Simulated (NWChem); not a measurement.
# C2H5FSi; SMILES F/C=C\[SiH3]

Computed with NWChem. Structure relaxed at the PBE0/def2-SVP level. Level: PBE0/def2-SVP with SMD (1 M gas to 1 M solution), gas-phase geometry. Reactions with the solvent are ignored.

For solvent n-hexane:

```
Item                                         Result
-------------------------------------------  ------
solvation free energy (kcal/mol)               -1.1
cavity-dispersion-structure term (kcal/mol)     0.0
dipole in solution (D)                         1.72
```

### Question
How do the values read with solvent water instead?

### Answer
- solvation free energy (kcal/mol): 2.0
- cavity-dispersion-structure term (kcal/mol): 4.4
- dipole in solution (D): 2.01
